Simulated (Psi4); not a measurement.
C$_{2}$H$_{9}$AlN (SMILES [CH3][Al+]([CH3])<-[NH3]), charge +1, singlet, at a GFN2-xTB geometry (such geometries of metal compounds can be far from the true shape), with bond 7-6 at 1.3 times its length; Psi4 with R2SCAN/3-21G.

Input for Psi4:
```
memory 2 GB

molecule {
1 1
Al    0.01199329    0.34667919    0.08755376
C     1.48758980    0.97761759   -1.04554454
H     2.45137424    0.54729738   -0.74320267
H     1.60350287    2.06685546   -1.00634165
H     1.33428592    0.71009673   -2.09994981
C    -1.44310664    0.44948260    1.40355889
H    -2.65821891   -0.10075268    0.89322390
H    -1.66067687    1.48159817    1.70148486
H    -1.20536768   -0.09981917    2.32396150
N    -0.05153868   -1.66689595   -0.41781603
H    -0.72496371   -1.85202661   -1.16430651
H    -0.33018681   -2.25999863    0.36733153
H     0.84779964   -2.02138680   -0.75154347
}

set {
  basis 3-21g
  dft_radial_scheme becke
}

energy('r2scan')
print_variables()
```

Output, abridged:

```
   => Loading Basis Set <=

    Name: 3-21G
    Role: ORBITAL
    Keyword: BASIS

         ---------------------------------------------------------
                                   SCF
               by Justin Turney, Rob Parrish, Andy Simmonett
                          and Daniel G. A. Smith
                              RKS Reference
         ---------------------------------------------------------

  ==> Geometry <==

    Molecular point group: c1
    Full point group: C1

    Geometry (in Angstrom), charge = 1, multiplicity = 1:

       Center              X                  Y                   Z               Mass
    ------------   -----------------  -----------------  -----------------  -----------------
         AL           0.014821397615     0.325109030301     0.083169110677    26.981538530000
         C            1.490417907615     0.956047430301    -1.049929189323    12.000000000000
         H            2.454202347615     0.525727220301    -0.747587319323     1.007825032230
         H            1.606330977615     2.045285300301    -1.010726299323     1.007825032230
         H            1.337114027615     0.688526570301    -2.104334459323     1.007825032230
         C           -1.440278532385     0.427912440301     1.399174240677    12.000000000000
         H           -2.655390802385    -0.122322839699     0.888839250677     1.007825032230
         H           -1.657848762385     1.460028010301     1.697100210677     1.007825032230
         H           -1.202539572385    -0.121389329699     2.319576850677     1.007825032230
         N           -0.048710572385    -1.688466109699    -0.422200679323    14.003074004430
         H           -0.722135602385    -1.873596769699    -1.168691159323     1.007825032230
         H           -0.327358702385    -2.281568789699     0.362946880677     1.007825032230
         H            0.850627747615    -2.042956959699    -0.755928119323     1.007825032230

  Running in c1 symmetry.

  Rotational constants: A =      0.20271  B =      0.13041  C =      0.08322 [cm^-1]
  Rotational constants: A =   6076.94630  B =   3909.60785  C =   2494.75808 [MHz]
  Nuclear repulsion =  157.644654940659962

  Charge       = 1
  Multiplicity = 1
  Electrons    = 40
  Nalpha       = 20
  Nbeta        = 20

  ==> Algorithm <==

  SCF Algorithm Type is DF.
  DIIS enabled.
  MOM disabled.
  Fractional occupation disabled.
  Guess Type is SAD.
  Energy threshold   = 1.00e-06
  Density threshold  = 1.00e-06
  Integral threshold = 1.00e-12

  ==> Primary Basis <==

  Basis Set: 3-21G
    Blend: 3-21G
    Number of shells: 40
    Number of basis functions: 58
    Number of Cartesian functions: 58
    Spherical Harmonics?: false
    Max angular momentum: 1

  ==> DFT Potential <==

   => LibXC <=

    Version 7.1.2
    S. Lehtola, C. Steigemann, M. J. T. Oliveira, and M. A. L. Marques,  SoftwareX 7, 1–5 (2018) (10.1016/j.softx.2017.11.002)

   => Composite Functional: R2SCAN <=

    r2SCAN Meta-GGA XC Functional  (0.1021/acs.jpclett.0c02405)
    J. W. Furness, A. D. Kaplan, J. Ning, J. P. Perdew, J. Sun  J. Phys. Chem. Lett.  11, 8208–8215, 2020

    Deriv               =              1
    GGA                 =           TRUE
    Meta                =           TRUE

    Exchange Hybrid     =          FALSE
    MP2 Hybrid          =          FALSE

   => Exchange Functionals <=

    1.0000   XC_MGGA_X_R2SCAN

   => Correlation Functionals <=

    1.0000   XC_MGGA_C_R2SCAN

   => LibXC Density Thresholds  <==

    XC_MGGA_C_R2SCAN:  1.00E-15
    XC_MGGA_X_R2SCAN:  1.00E-11

   => Molecular Quadrature <=

    Radial Scheme          =          BECKE
    Pruning Scheme         =           NONE
    Nuclear Scheme         =       TREUTLER

    Blocking Scheme        =         OCTREE
    BS radius alpha        =              1
    Pruning alpha          =              1
    Radial Points          =             75
    Spherical Points       =            302
    Total Points           =         250414
    Total Blocks           =           1868
    Max Points             =            256
    Max Functions          =             56
    Weights Tolerance      =       1.00E-15

   => Loading Basis Set <=

    Name: (3-21G AUX)
    Role: JKFIT
    Keyword: DF_BASIS_SCF

  ==> Integral Setup <==

  SCF_SUBTYPE=INCORE selected. In-core MEM_DF algorithm will be used.
  Using in-core AOs.

  ==> MemDFJK: Density-Fitted J/K Matrices <==

    J tasked:                   Yes
    K tasked:                    No
    wK tasked:                   No
    Algorithm:                 Core
    Schwarz Cutoff:           1E-12
    Mask sparsity (%):       3.4483
    Fitting Condition:        1E-10

   => Auxiliary Basis Set <=

  Basis Set: (3-21G AUX)
    Blend: DEF2-UNIVERSAL-JKFIT
    Number of shells: 167
    Number of basis functions: 606
    Number of Cartesian functions: 606
    Spherical Harmonics?: false
    Max angular momentum: 4

  Minimum eigenvalue in the overlap matrix is 2.9215424255E-02.
  Reciprocal condition number of the overlap matrix is 6.5640253020E-03.
    Using symmetric orthogonalization.

  ==> Pre-Iterations <==

  SCF Guess: Superposition of Atomic Densities via on-the-fly atomic UHF (no occupation information).

   -------------------------
    Irrep   Nso     Nmo
   -------------------------
     A         58      58
   -------------------------
    Total      58      58
   -------------------------

  ==> Iterations <==

                           Total Energy        Delta E     RMS |[F,P]|

   @DF-RKS iter SAD:  -375.69621232371662   -3.75696e+02   0.00000e+00
   @DF-RKS iter   1:  -375.96492856636092   -2.68716e-01   1.63533e-02 DIIS/ADIIS
   @DF-RKS iter   2:  -375.65336334958369    3.11565e-01   1.93350e-02 DIIS/ADIIS
   @DF-RKS iter   3:  -376.39672344417716   -7.43360e-01   7.49464e-04 DIIS/ADIIS
   @DF-RKS iter   4:  -376.39713613300859   -4.12689e-04   6.96283e-04 DIIS/ADIIS
   @DF-RKS iter   5:  -376.39802282979252   -8.86697e-04   1.04264e-04 DIIS/ADIIS
   @DF-RKS iter   6:  -376.39804604168103   -2.32119e-05   3.04323e-05 DIIS
   @DF-RKS iter   7:  -376.39804745834641   -1.41667e-06   1.50476e-05 DIIS
   @DF-RKS iter   8:  -376.39804782531041   -3.66964e-07   1.68724e-06 DIIS
   @DF-RKS iter   9:  -376.39804783217210   -6.86168e-09   2.68518e-07 DIIS
  Energy and wave function converged.

  ==> Post-Iterations <==

   Electrons on quadrature grid:
      Ntotal   =   39.9999725834 ; deviation = -2.742e-05

    Orbital Energies [Eh]
    ---------------------

    Doubly Occupied:

       1A    -55.571428     2A    -14.356697     3A    -10.156481
       4A    -10.130477     5A     -4.237721     6A     -2.777106
       7A     -2.772951     8A     -2.768008     9A     -1.088159
      10A     -0.810884    11A     -0.792266    12A     -0.687713
      13A     -0.685691    14A     -0.589044    15A     -0.525138
      16A     -0.522784    17A     -0.517908    18A     -0.484528
      19A     -0.471043    20A     -0.433280

    Virtual:

      21A     -0.221008    22A     -0.181888    23A     -0.145031
      24A     -0.095619    25A     -0.041068    26A     -0.039626
      27A     -0.030993    28A     -0.024547    29A      0.014430
      30A      0.019829    31A      0.025419    32A      0.026686
      33A      0.120536    34A      0.138690    35A      0.153032
      36A      0.165967    37A      0.249113    38A      0.528889
      39A      0.562024    40A      0.653679    41A      0.680076
      42A      0.686480    43A      0.725039    44A      0.768980
      45A      0.834318    46A      0.840946    47A      0.862051
      48A      0.913712    49A      0.919450    50A      0.925216
      51A      0.938052    52A      1.006574    53A      1.010450
      54A      1.048516    55A      1.104054    56A      1.514133
      57A      1.671790    58A      2.120622

    Final Occupation by Irrep:
              A
    DOCC [    20 ]
    NA   [    20 ]
    NB   [    20 ]

  @DF-RKS Final Energy:  -376.39804783217210

   => Energetics <=

    Nuclear Repulsion Energy =            157.6446549406599615
    One-Electron Energy =                -822.0006213694573489
    Two-Electron Energy =                 327.1445681817327795
    DFT Exchange-Correlation Energy =     -39.1866495851075030
    Empirical Dispersion Energy =           0.0000000000000000
    VV10 Nonlocal Energy =                  0.0000000000000000
    Total Energy =                       -376.3980478321720966

Computation Completed

Properties will be evaluated at   0.000000,   0.000000,   0.000000 [a0]

Properties computed using the SCF density matrix

 Multipole Moments:

 ------------------------------------------------------------------------------------
     Multipole            Electronic (a.u.)      Nuclear  (a.u.)        Total (a.u.)
 ------------------------------------------------------------------------------------

 L = 1.  Multiply by 2.5417464519 to convert [e a0] to [Debye]
 Dipole X            :          0.2844611           -0.3107804           -0.0263193
 Dipole Y            :          0.3943354           -1.9111816           -1.5168461
 Dipole Z            :          0.2053939           -0.5622694           -0.3568755
 Magnitude           :                                                    1.5584848

 ------------------------------------------------------------------------------------

  Variable Map:
  ----------------------------------------------------------------------------
  "CURRENT ENERGY"              =>    -376.398047832172
  "CURRENT REFERENCE ENERGY"    =>    -376.398047832172
  "DD SOLVATION ENERGY"         =>       0.000000000000
  "DFT FUNCTIONAL TOTAL ENERGY" =>    -376.398047832172
  "DFT TOTAL ENERGY"            =>    -376.398047832172
  "DFT VV10 ENERGY"             =>       0.000000000000
  "DFT XC ENERGY"               =>     -39.186649585108
  "GRID ELECTRONS ALPHA"        =>      19.999986291714
  "GRID ELECTRONS BETA"         =>      19.999986291714
  "GRID ELECTRONS TOTAL"        =>      39.999972583429
  "NUCLEAR REPULSION ENERGY"    =>     157.644654940660
  "ONE-ELECTRON ENERGY"         =>    -822.000621369457
  "PCM POLARIZATION ENERGY"     =>       0.000000000000
  "PE ENERGY"                   =>       0.000000000000
  "SCF ITERATION ENERGY"        =>    -376.398047832172
  "SCF ITERATIONS"              =>       9.000000000000
  "SCF TOTAL ENERGY"            =>    -376.398047832172
  "TWO-ELECTRON ENERGY"         =>     327.144568181733
  "XC GRID RADIAL POINTS"       =>      75.000000000000
  "XC GRID SPHERICAL POINTS"    =>     302.000000000000
  "XC GRID TOTAL POINTS"        =>  250414.000000000000

  Array Variable Map:
  ----------------------------------------------------------------------------
  "CURRENT DIPOLE"              =>      -0.026319341437 ... -0.356875510689 1 by 3
  "SCF DIPOLE"                  =>      -0.026319341437 ... -0.356875510689 1 by 3
  "SCF TOTAL ENERGIES"          =>    -375.696212323717 ... -376.398047832172 1 by 10
```
